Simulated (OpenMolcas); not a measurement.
**Ar IV: effect of the active space**

```json
{
  "Program": "OpenMolcas 26.06",
  "Method": "CASSCF or its RAS form",
  "Basis": "ANO-RCC-VTZP",
  "Scalar Hamiltonian": "DKH2, point nucleus",
  "Spin-orbit coupling": "state interaction with AMFI integrals over the reference wave functions, term energies averaged over their components"
}
```

A. 3 electrons in 3 orbitals (3p); 2S+1 = 4 odd, 1 root; 2S+1 = 2 odd, 8 roots; cost of the order of 1.6 core-seconds
B. 5 electrons in 4 orbitals (3s 3p); 2S+1 = 4 odd, 1 root; 2S+1 = 2 odd, 8 roots; 2S+1 = 4 even, 3 roots; 2S+1 = 2 even, 9 roots; cost about 7 core-seconds
C. 5 electrons in 8 orbitals (3s 3p 4s 4p); 2S+1 = 4 odd, 1 root; 2S+1 = 2 odd, 8 roots; 2S+1 = 4 even, 3 roots; 2S+1 = 2 even, 9 roots; cost about 13 core-seconds
D. 5 electrons in 9 orbitals (RAS2 3s 3p; RAS3 3d, at most 2 electrons); 2S+1 = 4 odd, 1 root; 2S+1 = 2 odd, 11 roots; 2S+1 = 4 even, 3 roots; 2S+1 = 2 even, 9 roots; cost about 18 core-seconds

Energies in cm⁻¹ above 3s² 3p³ ⁴S°_3/2, the measured ground level; measured values from Saloman, J. Phys. Chem. Ref. Data 39, 033101 (2010).

```tsv
Level	A	B	C	D	Measured
3s² 3p³ ⁴S°_3/2	0.0	0.0	0.0	0.0	0.0
3s² 3p³ ²D°_3/2	26054	25996	25687	25053	21091
3s² 3p³ ²D°_5/2	26144	26144	25854	25156	21220
3s² 3p³ ²P°_1/2	43436	36342	35736	39219	34855
3s² 3p³ ²P°_3/2	43555	36485	35903	39326	35032
```

Deviations, from unrounded energies. A percentage is the sum of absolute deviations over the sum of measured energies, with the sign that they share, or ± where signs differ.

```csv
Against measurement,Levels,A,B,C,D
mean absolute deviation (cm-1),4,6700,3200,2700,4100
other terms of the ground configuration (%),4,+24.1,+11.4,+9.8,+14.8
```

C lies closest to measurement on these levels and A furthest from it. The largest miss of C in the table is 3s² 3p³ ²D°_5/2, by +4600 cm-1. The ranking rests on the paired levels alone, and a cruder setting can come out closer through cancelling errors.

Among A to D the level of the table that moves most is 3s² 3p³ ²P°_1/2, by 7700 cm-1 (lowest in C, highest in A).

With the s shell closed, the reference lacks s² → p² mixing (holds for A). Active for correlation alone: 4p 4s; no level in the range computed is led by a configuration that fills them, so any true level of that kind is missing (holds for C). The run also gave levels led by 3s² 3p² 3d, which use shells meant for correlation; these and all levels above them are left out (holds for D). Computed and measured levels are paired by configuration, term and J; levels that our copy of the source lacks, or whose pairing is in doubt (as where it misses far off the trend of its configuration), stay unpaired and out of the deviations. Levels of configurations outside the active space are missing. The table leaves out levels that lie high or whose names do not pair safely across all columns.

° marks odd parity.
